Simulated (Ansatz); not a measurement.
C3H9Cl2GaSi, SMILES `C[Si](C)(C)[Ga]([Cl])[Cl]`. Total charge 0; spin multiplicity 1.

Cartesian coordinates in Å:
```
C -1.880 0.220 -0.162
Si -0.027 0.070 0.069
C 0.808 1.742 -0.016
C 0.363 -0.802 1.681
Ga 0.819 -1.307 -1.721
Cl 0.071 -3.290 -2.133
Cl 2.391 -0.747 -3.087
H -2.131 0.730 -1.095
H -2.359 -0.761 -0.174
H -2.312 0.797 0.662
H 1.892 1.650 0.086
H 0.445 2.386 0.790
H 0.604 2.241 -0.966
H 1.440 -0.905 1.835
H -0.041 -0.226 2.520
H -0.082 -1.799 1.712
```

List the harmonic frequencies (cm⁻¹, unscaled) at PBE0-D4/def2-TZVP in Ansatz. (Best estimate.)

The calculation gave: 2, 43, 68, 118, 150, 153, 160, 169, 176, 179, 212, 212, 311, 414, 417, 626, 686, 704, 707, 751, 757, 863, 865, 866, 1273, 1275, 1285, 1438, 1442, 1444, 1451, 1452, 1462, 3044, 3044, 3046, 3124, 3125, 3128, 3140, 3140, 3141.
